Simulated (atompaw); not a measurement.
## What the settings do to the PAW (atompaw) potential of N

Base potential:

| Property | Result |
| --- | --- |
| Element | N |
| Generator | atompaw 4.2.0.5 |
| Type | PAW |
| Functional | PBE |
| Relativity | non-relativistic |
| Frozen core | [He] |
| Valence charge | 5 |
| Reference configuration | 2s2 2p3 |
| Partial waves | 2s (bound): rc 1.60 bohr; 2s channel at -0.75 Ry: rc 1.60 bohr; 2p (bound): rc 1.60 bohr; 2p channel at 1.35 Ry: rc 1.60 bohr; 3d channel at 0.05 Ry: rc 1.45 bohr |
| Local potential | troulliermartins scheme with l = 3 at 0 Ry, radius 1.10 bohr |
| Core correction | smooth core density matched at 1.40 bohr |
| Augmentation charge | sinc compensation charge, radius 1.25 bohr; PAW radius 1.60 bohr; waves and projectors: custom polynom gramschmidtortho |

Cutoffs, loose and tight: the cutoffs (Ry, on a coarse ladder) from which the occupation-weighted sum of valence levels, in a spherical-Bessel basis at the reference potential, stays within 10 and 1 mRy of its value at 400 Ry. They see the waves, projectors and local potential, not the compensation charge or the core. A dash means not determined.

| change | outcome | cutoff, loose | cutoff, tight | bound ghosts |
| --- | --- | --- | --- | --- |
| base | generated | 25 Ry | 40 Ry | none |
| augmentation sinc compensation charge, radius 1.10 bohr; PAW radius 1.60 bohr; waves and projectors: custom polynom gramschmidtortho | generated | 25 Ry | 40 Ry | none |
| local potential bessel scheme, radius 1.10 bohr | generated | 25 Ry | 45 Ry | none |
| wave 2p (bound): rc 1.60 bohr becomes 2p (bound): rc 1.58 bohr | generated | 25 Ry | 45 Ry | none |
| all radii scaled by about 0.88 (s 1.40, p 1.40, d 1.28 bohr); local potential troulliermartins scheme with l = 3 at 0 Ry, radius 0.96 bohr; augmentation sinc compensation charge, radius 1.10 bohr; PAW radius 1.40 bohr; waves and projectors: custom polynom gramschmidtortho; core correction smooth core density matched at 1.24 bohr | generated | 30 Ry | 50 Ry | none |
| added wave 3d channel at 3.2 Ry: rc 1.60 bohr | generated | 25 Ry | 40 Ry | none |
| wave 2s channel at -0.75 Ry: rc 1.60 bohr becomes 2s channel at -1.22 Ry: rc 1.60 bohr | generated | 25 Ry | 40 Ry | none |
| wave 2p (bound): rc 1.60 bohr becomes 2p (bound): rc 1.50 bohr | generated | 30 Ry | 50 Ry | none |

Problem. What comes out with this change to the base: augmentation sinc compensation charge, radius 1.25 bohr; PAW radius 1.60 bohr; waves and projectors: custom rrkj gramschmidtortho?

Solution. outcome: failed: atompaw: The overlap operator has at least one negative eigenvalue!. Cause: the overlap operator built from these waves and projectors is not positive definite.
